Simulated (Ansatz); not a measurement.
`[SiH3][SiH2]B[SeH]` + H–F → `FB[SiH2][SiH3]` + H₂Se  (ligand exchange at a B–Se bond)

Program: Ansatz. Geometries: PBE0-D4/def2-TZVP. ΔE: electronic, gas phase. CBS: MP2 limit from def2 TZ/QZ plus the TZ coupled-cluster correction, frozen cores. This one scheme is used for every species. Functionals use def2-TZVPP. For Se outer-core shells are correlated without core-valence functions, which leaves a few kJ/mol of doubt a bond. Scalar relativity is left out up to krypton. Each species was taken in one conformer, which may not be the lowest.

CCSD(T)/CBS gives -23.4 kJ/mol.

(1) Another level gave -34.1 kJ/mol. Which?
A. revPBE-D4/def2-TZVPP
B. r2SCANh/def2-TZVPP
C. BHLYP-D4/def2-TZVPP
D. CCSD(T)/def2-TZVPP

Largest T1 diagnostic among the species: 0.015.

## Answers

(1) B. r2SCANh -34.1, BHLYP-D4 -41.6, revPBE-D4 -21.5, CCSD(T)/def2-TZVPP -28.6 kJ/mol.

The D4 term adds +10.8 kJ/mol with B3LYP and +5.9 kJ/mol with PBE0; it sums over pairs of atoms, weighted by their polarisabilities, and B3LYP, whose exchange is more repulsive, gets the larger term. Leaving LDA and LC-ωPBE aside and taking each functional with its dispersion term where it has one, the values, not all of them listed here, spread over 26.1 kJ/mol, from CAM-B3LYP-D4 to revPBE-D4. LDA lies +3.3 kJ/mol from PBE without D4. In def2-TZVPP, CCSD(T) changes the Hartree–Fock value by +35.5 kJ/mol (the triples alone add +5.8 kJ/mol) and MP2 by +44.2 kJ/mol.

CCSD(T)/CBS has its own doubt, a few kJ/mol and more with outer-core shells, so smaller differences from it don't rank the levels.

B3LYP here is the variant with VWN-RPA as its local correlation; programs differ in this.
